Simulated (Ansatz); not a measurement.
AlBH8Si2, relaxed with RKS PBE0-D4/def2-TZVP in Ansatz 0.2.0 from a PBE-D4/def2-SVP geometry. The force threshold is 0.005 eV/Å; the program also tests the step.

Total charge 0; spin multiplicity 1. The bonds changed during the relaxation, so this is another structure than the one it started from.

Start:

```xyz
12

B     1.871   -0.698    0.308
Si    1.561    0.461   -1.137
Al   -0.287   -1.029    0.255
Si   -1.972    0.746    0.502
H     1.268   -0.477    1.392
H     2.511   -1.724    0.228
H     0.721    1.708   -1.101
H     1.963    0.129   -2.546
H    -0.599   -2.578    0.510
H    -2.599    1.034   -0.841
H    -1.349    2.034    0.980
H    -3.090    0.393    1.451
```

| step | energy (eV) | largest force (eV/Å) | largest move (Å) |
| --- | --- | --- | --- |
| 1 | -23147.6064 | 0.346 | 0.000 |
| 2 | -23147.6337 | 0.095 | 0.024 |
| 3 | -23147.6361 | 0.021 | 0.013 |
| 4 | -23147.6362 | 0.007 | 0.009 |
| 5 | -23147.6363 | 0.004 | 0.004 |
| 6 | -23147.6364 | 0.008 | 0.009 |
| 7 | -23147.6364 | 0.010 | 0.010 |
| 8 (rejected) | -23147.6334 | 0.072 | 0.029 |
| 9 | -23147.6365 | 0.009 | 0.015 |
| 10 | -23147.6366 | 0.005 | 0.014 |
| 11 | -23147.6366 | 0.005 | 0.012 |
| 12 | -23147.6366 | 0.004 | 0.007 |
| 13 | -23147.6366 | 0.003 | 0.009 |

End:

```xyz
12

B     1.857   -0.684    0.314
Si    1.553    0.447   -1.130
Al   -0.293   -1.027    0.224
Si   -1.965    0.745    0.506
H     1.229   -0.481    1.366
H     2.498   -1.687    0.255
H     0.715    1.673   -1.111
H     2.010    0.134   -2.505
H    -0.607   -2.564    0.452
H    -2.642    1.006   -0.799
H    -1.329    2.025    0.931
H    -3.027    0.413    1.498
```

Hardware: 4 threads of an Intel Xeon 6975P-C on a shared host. Wall time 22 s, peak host memory 0.52 GiB.
